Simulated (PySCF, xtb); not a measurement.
Ga(F) cation (FGa), SMILES [Ga][F] (connectivity only; charge and spin as stated), charge +1, multiplicity 2.

Harmonic wavenumbers (cm⁻¹) from GFN2-xTB (xtb) at its own minimum, in rising order: 312.

**Question.** What does PBE0-D3(BJ)/def2-TZVPD (PySCF) give at its own minimum? (The exact figures need the calculation; the answer reports its results.)

**Answer.** 717. Paired by order, the mean absolute difference is 404 cm⁻¹ and the zero-point energies are 0.4 and 1.0 kcal/mol.
